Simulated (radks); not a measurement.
The numbers below are computed, except where a source is named.
Initial-state core-level shifts of the krypton ion Kr+ when its valence configuration changes from [Ar] 3d10 4s2 4p5. Level of theory: scalar-relativistic Kohn-Sham, PBE, spin-unpolarised, spherical densities, finite nucleus; Fermi nuclear charge, rms radius 4.1884 fm (a radial shooting solver on a logarithmic mesh with Libxc functionals). Shifts are changes of the shell-averaged eigenvalues in eV (positive: less bound); the change of the density at the nucleus, which sets a Mossbauer isomer shift, is in e/bohr^3, on a base of 5.014e+04.

| valence | 1s | 2s | 2p | 3p | density at nucleus |
|---|---|---|---|---|---|
| 3d9 4s2 4p6 | -16.805 | -18.621 | -18.504 | -13.634 | +21.137 |
| 3d9.5 4s2 4p5.5 | -8.300 | -9.191 | -9.132 | -6.784 | +10.410 |
| 3d10 4s1.5 4p5.5 | -0.794 | -0.782 | -0.776 | -0.782 | -22.140 |
| 3d10 4s1 4p6 | -1.575 | -1.551 | -1.540 | -1.553 | -44.640 |
| 3d9.5 4s1.5 4p6 | -9.066 | -9.949 | -9.883 | -7.540 | -12.877 |
